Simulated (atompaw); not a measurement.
# Pseudopotential generation for calcium (Ca): PAW (atompaw), PBE, scalar-relativistic.

calcium, PAW, made with atompaw 4.2.0.5 (PBE, scalar-relativistic). Core [Ne], reference 3s2 3p6 3d0 4s1.5 4p0 (charge +0.5). Waves: 3s (bound); 4s (bound); 3p (bound); 4p (bound, empty); 3d (bound, empty); 3d channel at 4.45 Ry. Local part: vpsmatchnc scheme with l = 3 at 1 Ry, radius 2.30 bohr. Core correction: smooth core density matched at 1.55 bohr. Augmentation charge: gaussian compensation charge, radius 2.10 bohr; PAW radius 2.35 bohr; waves and projectors: bloechl.

All-electron outer shells of the reference configuration (PBE, scalar-relativistic, ld1.x):

| shell | level (eV) | outermost node (bohr) | outermost maximum (bohr) |
| --- | --- | --- | --- |
| 2p | -338.05 | – | 0.25 |
| 3s | -50.36 | 0.45 | 0.99 |
| 3p | -31.26 | 0.42 | 1.04 |
| 4s | -6.28 | 1.42 | 3.29 |
| 3d | -4.97 | – | 1.26 |
| 4p | -3.58 | 1.61 | 4.07 |

(1) Estimate the cutoffs (Ry, on a coarse ladder) from which the occupation-weighted sum of valence levels, in a spherical-Bessel basis at the reference potential, stays within 10 and 1 mRy of its value at 400 Ry.

(2) Does the potential have ghost states?

(3) Is the overlap operator S = 1 + Σ q|β⟩⟨β| positive definite (Bessel basis up to 400 Ry)?

Answers

(1) 45 Ry and 55 Ry.

(2) No extra level below or beside the all-electron valence levels (s, p, d, f tested).

(3) Yes: its lowest eigenvalue is 0.41 (s channel).
